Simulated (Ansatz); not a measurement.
Program: Ansatz. Geometries: PBE0-D4/def2-TZVP. ΔE: electronic, gas phase. CCSD(T)/CBS adds triple-zeta CCSD(T) − MP2 to the extrapolated MP2 energy (def2 sets, frozen cores). Functionals use def2-TZVPP. One conformer a species, not always the lowest.

Reaction (cleavage of the Si–B bond): `C[SiH2]OB[SiH3]` + `NB(O)O[SiH3]` → `NB(O[SiH3])O[SiH3]` + `BO[SiH2]C`

Q: Is it downhill or uphill in electronic energy at CCSD(T)/CBS, and by how much? (An estimate is asked.)

A: The calculation gave: Downhill: ΔE = -1.16 eV.

Q: What do these levels give: PBE-D4, ωB97M-V, B2PLYP, PBE, r2SCAN, PBE0, SCS-MP2/def2-TZVPP, CCSD/def2-TZVPP, CCSD(T)/def2-TZVPP, HF/CBS(def2), MP2/CBS(def2), CCSD/CBS(def2)? (An estimate is asked.)

A: Ansatz gave: PBE-D4 -0.93, ωB97M-V -1.18, B2PLYP -1.19, PBE -0.90, r2SCAN -1.10, PBE0 -0.99, SCS-MP2/def2-TZVPP -1.26, CCSD/def2-TZVPP -1.17, CCSD(T)/def2-TZVPP -1.14, HF/CBS(def2) -1.41, MP2/CBS(def2) -1.25, CCSD/CBS(def2) -1.19 eV.

Largest T1 diagnostic among the species: 0.013.

In def2-TZVPP, CCSD(T) changes the Hartree–Fock value by +0.24 eV (the triples alone add +0.03 eV) and MP2 by +0.15 eV. The D4 term adds −0.05 eV with B3LYP and −0.03 eV with PBE0; it sums over pairs of atoms, weighted by their polarisabilities, and B3LYP, whose exchange is more repulsive, gets the larger term. From PBE to PBE0 (25 % exact exchange), in def2-TZVPP and without D4, ΔE moves by −0.09 eV.

B3LYP here is the variant with VWN-RPA as its local correlation; programs differ in this.
